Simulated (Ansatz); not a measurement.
The cluster Zn₅Te₄. Charge 0, multiplicity 1. Geometry PBE-D4/def2-SVP.

```xyz
9

Zn    1.9449    0.5941   -0.7400
Zn   -2.7078    0.3051    0.1582
Zn   -0.8307    1.8169    0.0308
Zn   -0.8136   -0.6068   -2.0493
Zn    0.5401   -1.6749    0.5331
Te    2.5973   -1.8397   -0.8954
Te   -0.1125    0.3216    2.2482
Te   -1.8034   -1.8877    1.6998
Te    1.1856    2.9713   -0.9853
```

In the def2 sets Te takes a core potential; there is no spin–orbit coupling. Another isomer (singlet) lies 1.14 eV lower at PBE0-D4/def2-SVP; other spin states weren't run for this one.

(1) Estimate the orbital energies around the gap (eV) in Ansatz with PBE-D4/def2-SVP, r2SCAN-D4/def2-SVP, PBE0-D4/def2-SVP.

Answers

(1) 
```csv
orbital,PBE-D4/def2-SVP,r2SCAN-D4/def2-SVP,PBE0-D4/def2-SVP
HOMO−5,-6.23,-6.53,-7.14
HOMO−4,-6.00,-6.30,-6.98
HOMO−3,-5.67,-5.95,-6.57
HOMO−2,-5.49,-5.75,-6.41
HOMO−1,-5.11,-5.35,-5.98
HOMO,-4.81,-5.03,-5.59
LUMO,-3.56,-3.59,-2.95
LUMO+1,-2.91,-2.90,-2.39
LUMO+2,-2.49,-2.45,-1.92
LUMO+3,-2.31,-2.21,-1.66
LUMO+4,-1.80,-1.68,-1.08
LUMO+5,-1.28,-1.17,-0.59
```
